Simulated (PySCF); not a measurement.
C4H11NSi, SMILES C/C=C/[Si@H](C)N.

Geometry: B3LYP-D3(BJ)/def2-SVP. The structure was generated by enumeration; whether it is a known compound was not checked. The values are those of a single conformer.

Method: PBE/def2-TZVP in PySCF.

Gas-phase values at a fixed geometry.

Q: Estimate the frontier levels, gap, dipole moment and polarisability. (The exact figures need the calculation; the answer reports its results.)

A: 
highest occupied level: -5.73 eV
lowest empty level: -0.95 eV
orbital gap: 4.77 eV
dipole moment: 1.54 D
quadrupole, principal values (traceless, Buckingham form, about the centre of nuclear charge): -4.08, -1.00, 5.08 D·Å
mean static polarisability: 87.5 bohr³ (12.96 Å³)
polarisability, principal values: 70.2, 80.2, 112.0 bohr³
